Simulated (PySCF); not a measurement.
**Spin states of ZnSi⁺**

Unrestricted PBE0; Zn x2c-SVPall, Si x2c-SVPall; spin-free X2C with a Gaussian nucleus (PySCF 2.14). Outer shells of the fragments: Zn 3d10 4s2; Si+ 3s2 3p1.

Followed along the bond (rough minima from three points):

| 2Ms+1 | unpaired | ⟨S²⟩ at the start | R at minimum (Å) | Te (eV) |
| --- | --- | --- | --- | --- |
| 2 | π ↑ | 0.76 | 2.53 | 0.00 |
| 2 | σ ↑ | 0.76 | none in the scan | ≤ 1.13 |
| 4 | σ ↑, π ↑↑ | 3.76 | none in the scan | ≤ 1.81 |

Solutions found at the starting distance of 2.405 Å, counted from the lowest of them; the search is not exhaustive and high or unbound solutions are not listed, so other states can lie among these:

| 2Ms+1 | unpaired | term | E (eV) | ⟨S²⟩ | ⟨Lz²⟩ | μ (D) |
| --- | --- | --- | --- | --- | --- | --- |
| 2 | π ↑ | ²Π | 0.00 | 0.76 | 1.01 | 0.78 |
| 2 | σ ↑ | ²Σ⁺ | 1.43 | 0.76 | 0.00 | 4.41 |
| 4 | σ ↑, π ↑↑ | ⁴Σ⁻ | 1.80 | 3.76 | 0.00 | -0.93 |
| 4 | σ ↑↑, π ↑ | ⁴Π | 2.36 | 3.75 | 1.00 | 2.83 |
| 2 | σ ↑, π ↑↓ | mixed | 2.41 | 1.77 | 2.02 | -0.94 |
| 2 | σ ↓, π ↑↑ | mixed | 2.41 | 1.77 | 0.00 | -1.05 |
| 2 | σ ↑ | mixed | 3.31 | 0.76 | 2.00 | -0.74 |
| 4 | σ ↑, π ↑↑ | mixed | 6.12 | 3.76 | 2.01 | 2.86 |
| 2 | π ↑ | ²Π | 6.75 | 0.84 | 1.01 | -2.61 |

A term symbol is given only where ⟨S²⟩ and ⟨Lz²⟩ are close to those of a pure state; real π, δ and φ orbitals otherwise mix terms. A positive dipole points towards Si; it is taken about the centre of mass and depends on that origin.

Counting both spins, an empty level lies below a filled one in some of these solutions, because spin and occupation are held.
